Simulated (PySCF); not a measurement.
# Electric field gradients and quadrupole coupling constants

Species: C4H14SSi2.
Cartesian coordinates in Å at the GFN2-xTB level; atoms count from 1:
```
atom  x, y, z in Å
C1    -2.724    0.737    0.498
C2    -2.955   -0.388   -0.490
S3    -1.453   -0.800   -1.453
Si4   -0.187   -1.710    0.033
C5     1.109   -0.463    0.652
C6     1.934    0.117   -0.499
Si7    3.205    1.404    0.084
H8    -2.324    1.610   -0.012
H9    -3.665    1.012    0.973
H10   -2.021    0.431    1.272
H11   -3.290   -1.298    0.007
H12   -3.690   -0.100   -1.241
H13   -1.067   -2.165    1.108
H14    0.438   -2.831   -0.657
H15    0.630    0.354    1.196
H16    1.773   -0.955    1.365
H17    1.257    0.567   -1.229
H18    2.443   -0.696   -1.021
H19    4.132    0.769    1.025
H20    2.506    2.496    0.768
H21    3.939    1.925   -1.069
```

Field gradients from the PBE0/pcSseg-1 density (PySCF, non-relativistic), principal values in atomic units, ordered |Vxx| ≤ |Vyy| ≤ |Vzz|:

```
atom     Vxx     Vyy      Vzz
  S3  0.1199  2.0733  -2.1932
```

Q: Find the asymmetry η = (Vxx − Vyy)/Vzz and the couplings χ = eQV/h (234.96 MHz × Q in barn × V in au), with Q(33S) = −0.0678 b.

A: 
```json
{"atom": "S3", "environment": "sulfur bonded to C and Si", "nucleus": "33S", "η": "0.89", "χzz (MHz)": "34.94", "χxx (MHz)": "-1.91", "χyy (MHz)": "-33.03"}
```

Q: What is Vzz at S3 in SI units (1 au = 9.71736 × 10²¹ V/m²)?

A: -2.1932 au = -21.312 × 10²¹ V/m².

Q: What couplings would deuterons (Q(2H) = 0.00286 b) have in place of the hydrogens, at this geometry?

A: 
```csv
atom,bonded to,bond length (Å),Vzz (au),η,χzz (kHz)
H8,C1,1.088,0.3121,0.02,210
H9,C1,1.089,0.3134,0.02,211
H10,C1,1.089,0.3125,0.03,210
H11,C2,1.090,0.3050,0.03,205
H12,C2,1.089,0.3061,0.04,206
H13,Si4,1.462,0.1645,0.02,111
H14,Si4,1.458,0.1668,0.01,112
H15,C5,1.093,0.3085,0.03,207
H16,C5,1.091,0.3115,0.02,209
H17,C6,1.092,0.3039,0.03,204
H18,C6,1.092,0.3098,0.03,208
H19,Si7,1.466,0.1617,0.01,109
H20,Si7,1.466,0.1619,0.01,109
H21,Si7,1.463,0.1638,0.00,110
```

Geometry: GFN2-xTB, one conformer, isolated molecule. GFN2-xTB bond lengths can be off by several hundredths of an ångström, more for odd bonds, and the gradients follow them. These gradients aren't converged with respect to the basis.

The run behind these numbers computed NMR shieldings as well. The run took 66 s wall on one thread of an Arm Neoverse N1, no GPU (shared host), and the process peaked at 0.95 GiB of memory.
